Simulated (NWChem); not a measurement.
Species: C2H2BrI; SMILES C=C(Br)I

```xyz
6

C     -2.1000     0.5550     0.0000
C     -0.7734     0.4438     0.0000
Br     0.3542     1.9473     0.0000
I      0.1916    -1.4218     0.0000
H     -2.7370    -0.3319     0.0000
H     -2.5731     1.5403     0.0000
```
Atoms are numbered in this order, from 1.

Results from NWChem. Medium grid unless said otherwise, to which SCAN and Minnesota functionals are sensitive. The geometry was optimised at PBE0/def2-SVP. def2 effective core potentials on I; no spin-orbit coupling. Total energies of different functionals are on different scales.

| level | energy (Ha) | highest occupied level (eV) | orbital gap (eV) | dipole (D) |
|---|---|---|---|---|
| B3LYP/def2-SVP | -2948.9845 | -6.89 | 5.38 | 1.02 |
| PBE/def2-SVP | -2948.3662 | -6.04 | 3.82 | 0.94 |
| BHandHLYP/def2-SVP | -2948.7499 | ? | ? | ? |
| MN15/def2-SVP | -2948.3316 | -7.73 | 7.08 | 1.10 |
| revPBE/def2-SVP | -2948.6668 | -6.00 | 3.85 | 0.95 |
| TPSSh/def2-SVP | -2948.7000 | -6.58 | 4.76 | 1.12 |
| HCTH/407/def2-SVP | -2950.9796 | -6.15 | 3.88 | 0.90 |
| OLYP/def2-SVP | -2949.8503 | -5.87 | 3.87 | 0.91 |

Complete the blanks.


- BHandHLYP/def2-SVP, highest occupied level (eV): -8.09
- BHandHLYP/def2-SVP, orbital gap (eV): 7.81
- BHandHLYP/def2-SVP, dipole (D): 1.19
